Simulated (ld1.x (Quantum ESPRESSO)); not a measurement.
**Before and after: TM potential for chlorine**

* Element: Cl
* Generator: ld1.x (Quantum ESPRESSO) 7.5
* Type: norm-conserving Troullier–Martins (Kleinman–Bylander form)
* Functional: PBE
* Relativity: scalar-relativistic
* Frozen core: [Ne]
* Valence charge: 7
* Reference configuration: 3s1.5 3p5.5
* Partial waves: 3s (bound): rc 1.10 bohr; 3p (bound): rc 1.10 bohr
* Local potential: the p channel
* Core correction: none

Change: all radii scaled by about 0.76 (s 0.84, p 0.84 bohr).

Cutoffs: the cutoffs (Ry, on a coarse ladder) from which the occupation-weighted sum of valence levels, in a spherical-Bessel basis at the reference potential, stays within 10 and 1 mRy of its value at 400 Ry; they do not see the model core or the augmentation charge, which bear on the density cutoff. Errors are all-electron minus pseudo energies relative to the spin-unpolarised reference configuration.

Q: What does the change do?

A: A bound ghost appears in s, which as a rule spoils a file; of the 7 tests that both files solve, the error grows in 7 and shrinks in 0 by more than 15 % and 0.3 meV (median size 2.4 → 24.7 meV). That the errors move this way runs against the usual rule that smaller radii transfer better.

```tsv
quantity	base	changed
cutoff, loose	90 Ry	over 300 Ry
cutoff, tight	180 Ry	over 300 Ry
loose cutoff by channel (10 mRy a level)	s 50 Ry, p 70 Ry	s 120 Ry, p 300 Ry
bound ghosts	none	s
error for 3s2 3p5, meV [ΔE -6.06 eV]	+0.7	+6.8
error for 3s2 3p4, meV [ΔE 7.81 eV]	+2.4	+29
error for 3s2 3p3, meV [ΔE 33.26 eV]	+20	+148
error for 3s2 3p4.5, meV [ΔE -0.48 eV]	+0.4	+11
error for 3s2 3p1, meV [ΔE 123.81 eV]	+181	+1238
error for 3s1 3p5, meV [ΔE 20.52 eV]	+4.7	+25
error for 3s1 3p6, meV [ΔE 6.09 eV]	0.0	+9.2
```

 A true bound ghost makes a file unfit for plane-wave use even where its test errors are small: the radial tests pick states by their node count and pass the ghost by.
